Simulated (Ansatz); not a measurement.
H3InNO, SMILES `[NH2][In][OH]` radical, relaxed with UKS PBE0-D4/def2-TZVP in Ansatz from a PBE-D4/def2-SVP geometry. The force threshold is 0.005 eV/Å; the program also tests the step.

The species carries charge 0 and has multiplicity 2. In: def2 effective core potential.

Start:

```xyz
6

N     0.671    1.303    0.039
In    0.143   -0.614   -0.769
O    -1.524   -1.316    0.213
H     1.519    1.672   -0.421
H     0.947    1.171    1.029
H    -1.755   -2.216   -0.090
```

```
step  energy (eV)  largest force (eV/Å)  largest move (Å)
   1   -8757.3995                 0.810             0.000
   2   -8757.4541                 0.359             0.052
   3   -8757.4645                 0.155             0.027
   4   -8757.4700                 0.124             0.073
   5   -8757.4710                 0.058             0.049
   6   -8757.4712                 0.020             0.019
   7   -8757.4713                 0.016             0.007
   8   -8757.4713                 0.010             0.002
   9   -8757.4713                 0.003             0.002
```

End:

```xyz
6

N     0.699    1.267    0.002
In    0.054   -0.513   -0.831
O    -1.402   -1.348    0.273
H     1.585    1.589   -0.370
H     0.807    1.178    1.009
H    -1.744   -2.172   -0.083
```

Hardware: 2 threads of a server CPU on a shared host. Wall time 21 s, peak host memory 0.31 GiB.
